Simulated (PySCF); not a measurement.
C6H5F3S, SMILES FC(F)(F)Cc1cccs1 (GFN2-xTB optimised geometry):

```
15

F     -0.326    -2.871     1.886
C     -1.513    -2.430     1.446
F     -2.353    -3.477     1.509
F     -1.949    -1.537     2.343
C     -1.433    -1.856     0.038
C     -0.517    -0.677     0.000
C      0.844    -0.677     0.000
C      1.390     0.626     0.000
C      0.437     1.591     0.003
S     -1.150     0.935     0.009
H     -1.074    -2.655    -0.615
H     -2.445    -1.575    -0.258
H      1.437    -1.574     0.002
H      2.445     0.829    -0.002
H      0.565     2.655     0.002
```

Method: B3LYP/def2-TZVP in PySCF.

Task: What are the frontier orbital energies and the dipole moment?

Result: HOMO-2 -9.71 eV, HOMO-1 -7.25 eV, HOMO -6.76 eV, LUMO -0.90 eV, LUMO+1 0.12 eV; dipole moment 2.25 D.

Meta-Löwdin charges at B3LYP/def2-TZVP: F1 -0.28, C2 0.79, F3 -0.28, F4 -0.28, C5 -0.24, C6 -0.13, C7 -0.15, C8 -0.14, C9 -0.27, S10 0.30, H11 0.14, H12 0.14, H13 0.13, H14 0.13, H15 0.14.
